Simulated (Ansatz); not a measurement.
`FC(F)(F)c1ccc(-c2ccc(-c3ccc(-c4ccc(-c5ccc(-c6ccc(C(F)(F)F)o6)o5)o4)o3)o2)o1`. The state is a triplet with charge 0. Geometry r2SCAN-D4/def2-SVP, that of the neutral singlet; atoms count from 1.

```xyz
50

F    -2.948   -9.702   -6.557
C    -2.148   -8.629   -6.631
F    -2.470   -7.941   -7.740
F    -0.885   -9.060   -6.798
C    -2.299   -7.809   -5.402
C    -3.070   -7.953   -4.279
C    -2.770   -6.833   -3.452
C    -1.833   -6.087   -4.141
C    -1.146   -4.869   -3.848
C    -0.210   -4.126   -4.540
C     0.094   -3.007   -3.723
C    -0.677   -3.138   -2.582
C    -0.816   -2.344   -1.406
C    -1.586   -2.471   -0.264
C    -1.280   -1.352    0.551
C    -0.342   -0.609   -0.143
C     0.345    0.607    0.145
C     1.283    1.350   -0.549
C     1.589    2.469    0.265
C     0.818    2.342    1.407
C     0.679    3.137    2.583
C    -0.094    3.007    3.723
C     0.210    4.126    4.540
C     1.147    4.869    3.848
C     1.833    6.088    4.140
C     2.770    6.834    3.452
C     3.068    7.955    4.278
C     2.296    7.810    5.400
C     2.144    8.631    6.629
F     2.940    9.707    6.554
F     2.471    7.946    7.739
F     0.879    9.057    6.798
O     1.544    6.683    5.330
O     1.434    4.269    2.657
O     0.061    1.210    1.335
O    -0.059   -1.211   -1.334
O    -1.432   -4.270   -2.657
O    -1.545   -6.682   -5.331
H    -3.764   -8.767   -4.077
H    -3.183   -6.594   -2.474
H     0.198   -4.372   -5.518
H     0.790   -2.197   -3.930
H    -2.282   -3.280   -0.054
H    -1.688   -1.105    1.529
H     1.692    1.102   -1.527
H     2.285    3.278    0.056
H    -0.789    2.197    3.930
H    -0.199    4.372    5.517
H     3.184    6.594    2.475
H     3.761    8.768    4.077
```

Single mean-field runs in def2-SVP are fitted with def2-universal-jkfit. At PBE0-D4/def2-SVP a singlet of charge 0 lies 1.98 eV below the triplet at the same geometry.

Question: Estimate the Mulliken populations of the heavy atoms from the PBE0/def2-SVP orbitals of Ansatz.

Answer: 
```json
{"atom": "F1", "charge (e)": "-0.18", "spin (α − β)": "0.00"}
{"atom": "C2", "charge (e)": "0.64", "spin (α − β)": "0.00"}
{"atom": "F3", "charge (e)": "-0.18", "spin (α − β)": "0.00"}
{"atom": "F4", "charge (e)": "-0.18", "spin (α − β)": "0.00"}
{"atom": "C5", "charge (e)": "-0.02", "spin (α − β)": "0.09"}
{"atom": "C6", "charge (e)": "-0.04", "spin (α − β)": "-0.06"}
{"atom": "C7", "charge (e)": "-0.06", "spin (α − β)": "0.12"}
{"atom": "C8", "charge (e)": "0.14", "spin (α − β)": "-0.07"}
{"atom": "C9", "charge (e)": "0.17", "spin (α − β)": "0.21"}
{"atom": "C10", "charge (e)": "-0.05", "spin (α − β)": "-0.10"}
{"atom": "C11", "charge (e)": "-0.05", "spin (α − β)": "0.21"}
{"atom": "C12", "charge (e)": "0.15", "spin (α − β)": "-0.07"}
{"atom": "C13", "charge (e)": "0.17", "spin (α − β)": "0.29"}
{"atom": "C14", "charge (e)": "-0.05", "spin (α − β)": "-0.03"}
{"atom": "C15", "charge (e)": "-0.04", "spin (α − β)": "0.19"}
{"atom": "C16", "charge (e)": "0.16", "spin (α − β)": "0.14"}
{"atom": "C17", "charge (e)": "0.16", "spin (α − β)": "0.14"}
{"atom": "C18", "charge (e)": "-0.04", "spin (α − β)": "0.19"}
{"atom": "C19", "charge (e)": "-0.05", "spin (α − β)": "-0.03"}
{"atom": "C20", "charge (e)": "0.17", "spin (α − β)": "0.29"}
{"atom": "C21", "charge (e)": "0.15", "spin (α − β)": "-0.07"}
{"atom": "C22", "charge (e)": "-0.05", "spin (α − β)": "0.21"}
{"atom": "C23", "charge (e)": "-0.05", "spin (α − β)": "-0.10"}
{"atom": "C24", "charge (e)": "0.17", "spin (α − β)": "0.21"}
{"atom": "C25", "charge (e)": "0.14", "spin (α − β)": "-0.07"}
{"atom": "C26", "charge (e)": "-0.06", "spin (α − β)": "0.12"}
{"atom": "C27", "charge (e)": "-0.04", "spin (α − β)": "-0.06"}
{"atom": "C28", "charge (e)": "-0.02", "spin (α − β)": "0.09"}
{"atom": "C29", "charge (e)": "0.64", "spin (α − β)": "0.00"}
{"atom": "F30", "charge (e)": "-0.18", "spin (α − β)": "0.00"}
{"atom": "F31", "charge (e)": "-0.18", "spin (α − β)": "0.00"}
{"atom": "F32", "charge (e)": "-0.18", "spin (α − β)": "0.00"}
{"atom": "O33", "charge (e)": "-0.25", "spin (α − β)": "0.02"}
{"atom": "O34", "charge (e)": "-0.27", "spin (α − β)": "0.03"}
{"atom": "O35", "charge (e)": "-0.29", "spin (α − β)": "0.04"}
{"atom": "O36", "charge (e)": "-0.29", "spin (α − β)": "0.04"}
{"atom": "O37", "charge (e)": "-0.27", "spin (α − β)": "0.03"}
{"atom": "O38", "charge (e)": "-0.25", "spin (α − β)": "0.02"}
```
Mulliken values and Mayer orders depend strongly on the basis.

Question: Where does the spin sit?

Answer: Summed by element: F 0.01, C 1.86, O 0.17, H -0.04, of 2 unpaired in all. Largest on single atoms: C13 0.29, C20 0.29, C22 0.21.

Question: And the Mayer bond orders between bonded heavy atoms (over 0.3, the first 40 of 43)?

Answer: F1–C2 1.13 (1.34 Å); C2–F3 1.15 (1.34 Å); C2–F4 1.15 (1.34 Å); C2–C5 0.95 (1.49 Å); C5–C6 1.55 (1.37 Å); C5–O38 1.09 (1.36 Å); C6–C7 1.22 (1.42 Å); C7–C8 1.45 (1.38 Å); C8–C9 1.11 (1.43 Å); C8–O38 1.14 (1.36 Å); C9–C10 1.40 (1.38 Å); C9–O37 1.11 (1.36 Å); C10–C11 1.27 (1.42 Å); C11–C12 1.33 (1.38 Å); C12–C13 1.20 (1.43 Å); C12–O37 1.10 (1.36 Å); C13–C14 1.27 (1.38 Å); C13–O36 1.09 (1.36 Å); C14–C15 1.38 (1.42 Å); C15–C16 1.21 (1.38 Å); C16–C17 1.30 (1.43 Å); C16–O36 1.08 (1.36 Å); C17–C18 1.21 (1.38 Å); C17–O35 1.08 (1.36 Å); C18–C19 1.38 (1.42 Å); C19–C20 1.27 (1.38 Å); C20–C21 1.20 (1.43 Å); C20–O35 1.09 (1.36 Å); C21–C22 1.33 (1.38 Å); C21–O34 1.10 (1.36 Å); C22–C23 1.27 (1.42 Å); C23–C24 1.40 (1.38 Å); C24–C25 1.11 (1.43 Å); C24–O34 1.11 (1.36 Å); C25–C26 1.45 (1.38 Å); C25–O33 1.14 (1.36 Å); C26–C27 1.22 (1.42 Å); C27–C28 1.55 (1.37 Å); C28–C29 0.95 (1.49 Å); C28–O33 1.09 (1.36 Å).
